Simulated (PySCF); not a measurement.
The vertical singlet excitations below were computed for one of the candidates. Method: TDDFT CAM-B3LYP/def2-SVPD, vertical, gas phase, core orbitals frozen in the response (PySCF). Geometries: PBE0-D3(BJ)/def2-SVP, one conformer each. Relativistic effects are left out although some hold elements past zinc.

```json
{"state": "S1", "E (eV)": "6.71", "f": "0.0072"}
{"state": "S2", "E (eV)": "6.72", "f": "0.023"}
{"state": "S3", "E (eV)": "6.82", "f": "0.013"}
{"state": "S4", "E (eV)": "7.18", "f": "0.018"}
{"state": "S5", "E (eV)": "7.23", "f": "0.018"}
{"state": "S6", "E (eV)": "7.27", "f": "0.018"}
{"state": "S7", "E (eV)": "7.35", "f": "0.070"}
{"state": "S8", "E (eV)": "7.42", "f": "0.226"}
{"state": "S9", "E (eV)": "7.44", "f": "0.094"}
{"state": "S10", "E (eV)": "7.60", "f": "0.092"}
```

Triplets computed (Tamm–Dancoff): 6.00, 6.29, 6.41, 6.43 eV.

Question: Which candidate is it? All have the formula C3H12AsGa.
A. `CC[CH2][GaH2-][AsH3+]`
B. `C[CH](C)[GaH2-][AsH3+]`
C. `CC(C)[AsH2+][GaH3-]`
D. `C[CH2][Ga@@H-]([CH3])[AsH3+]`

Answer: C. Its S1, at 6.71 eV, is the highest among the candidates; the nearest of the others has S1 at 6.01 eV. S1 is HOMO→LUMO (53%), HOMO→LUMO+1 (9%). Löwdin shares by element: HOMO (one of a set within 0.03 eV) hydrogen 52% or more, gallium 40%, arsenic 4%; LUMO arsenic 24%, hydrogen 23% or more, gallium 11% (atoms not listed hold the other 41%). At the same level the other candidates give, for their lowest levels:
- `C[CH2][Ga@@H-]([CH3])[AsH3+]`: 6.01 eV (f 0.001); 6.29 eV (f 0.033); 6.43 eV (f 0.008); 6.44 eV (f 0.031); 6.76 eV (f 0.003); T1 5.79 eV; HOMO -8.20, LUMO 0.49 eV
- `C[CH](C)[GaH2-][AsH3+]`: 5.68 eV (f 0.003); 6.16 eV (f 0.016); 6.42 eV (f 0.001); 6.48 eV (f 0.002); 6.67 eV (f 0.049); T1 5.47 eV; HOMO -8.08, LUMO 0.34 eV
- `CC[CH2][GaH2-][AsH3+]`: 6.01 eV (f 0.005); 6.52 eV (f 0.004); 6.61 eV (f 0.035); 6.77 eV (f 0.001); 6.89 eV (f 0.042); T1 5.77 eV; HOMO -8.37, LUMO 0.43 eV

Conformer computed: `[CH3:1][CH:2]([CH3:3])[AsH2+:4][GaH3-:5]`: C1–C2–As4–Ga5 179°.
